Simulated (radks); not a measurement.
Values are calculated unless marked as measured or tabulated.
Task: Mean orbital radii <r> (bohr) of the neon ion Ne+, [He] 2s2 2p5, of relativity; Dirac values are averaged over j with weights 2j + 1. Spin-unpolarised spherical Kohn-Sham, PBE, point nucleus unless stated (finite: rms radius 3.0055 fm), a radial shooting solver on a logarithmic mesh with Libxc functionals. A level marked "c x" has the speed of light scaled by that factor and shares open shells by 2j + 1; other Dirac levels either fill j = l - 1/2 first or share by 2j + 1.

| shell | non-rel. |
|---|---|
| 1s | 0.1582 |
| 2s | 0.8654 |
| 2p | 0.8836 |

Give the values at the level "Dirac, c x 0.85".

Result: 
shell  Dirac, c x 0.85  change of magnitude (%)
1s              0.1578                    -0.23
2s              0.8632                    -0.25
2p              0.8833                    -0.03
